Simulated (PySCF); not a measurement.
CH10FNSi3, SMILES N[SiH2][Si@@H](F)C[SiH3].

Geometry: B3LYP-D3(BJ)/def2-SVP. The structure was generated by enumeration; whether it is a known compound was not checked. Other conformers were not sampled.

The numbers are results of SMD-PBE0/6-31G* (PySCF), not measurements.

Solvation free energies are E(SMD) − E(gas) at the gas-phase geometry, for 1 M in both phases. In vacuum the dipole moment is 2.70 D.

### Question
Rank water, dimethylsulfoxide, diethylether by solvation free energy, most negative first.

### Answer
diethylether (-4.5 kcal/mol), dimethylsulfoxide (-3.9 kcal/mol), water (-0.9 kcal/mol)
